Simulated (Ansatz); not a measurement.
`NB(O)Cl`, charge 0, multiplicity 1.

Question: Give a relaxed structure at PBE0-D4/def2-TZVP (Ansatz 0.2.0). (An estimate is asked.)

Answer: The calculation gave: 
```xyz
7

N     0.302    0.052    1.063
B    -0.137   -0.114   -0.249
O     0.206    0.780   -1.215
Cl   -1.163   -1.521   -0.655
H     0.069   -0.586    1.800
H     0.880    0.829    1.331
H    -0.156    0.559   -2.075
```
Point group Cs.
